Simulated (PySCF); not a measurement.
## BeHg⁺: one state, many levels of theory

State: ²Σ⁺ (doublet), unpaired electrons σ ↑. Set-up: Be cc-pVDZ, Hg cc-pVDZ-PP with ECP60; scalar-relativistic core potentials (PySCF 2.14). De refers to Be⁺ + Hg in their ground configurations, without counterpoise correction. The functionals are run spin-unrestricted. A positive dipole points towards Hg; it is taken about the centre of mass and depends on that origin.

```tsv
Level	Re (Å)	ωe (cm⁻¹)	De (eV)	μ (D)	CPU s a point (SCF and correlation, without the integrals)
ROHF	2.461	348	1.28	-3.48	0.12
ROHF-MP2	2.333	383	1.34	n/a	0.27
ROHF-SCS-MP2	2.355	373	1.34	n/a	n/a
PBE	2.359	375	1.66	-4.80	0.8
r²SCAN	2.349	383	1.64	-4.75	0.95
TPSSh	2.372	370	1.71	-4.56	1
PBE0	2.370	375	1.64	-4.61	0.98
B97-3	2.399	351	1.56	-4.65	0.54
MN15	2.341	389	1.53	-5.37	1.1
CAM-B3LYP	2.369	371	1.55	-4.60	1.1
```

The bond length runs from 2.333 Å (ROHF-MP2) to 2.461 Å (ROHF). De spans 1.28 eV (ROHF, mean field) to 1.71 eV (TPSSh, hybrid meta-GGA).

Correlated steps freeze no core orbitals. Correlated levels converge slowly with the basis: in double zeta they bind strong bonds too weakly, by up to about 1 eV, and carry superposition errors of some tenths. Spin–orbit coupling is left out. For an ion De counts to the pair picked by the measured ionisation energies or electron affinities, which need not be the lowest pair at this level. The state was picked by a PBE0 search and need not be the measured ground state.

The whole job (state search and all levels along the bond) took about 2.3 min on 1 thread of Arm Neoverse V1 (shared host), peak memory 0.71 GiB.
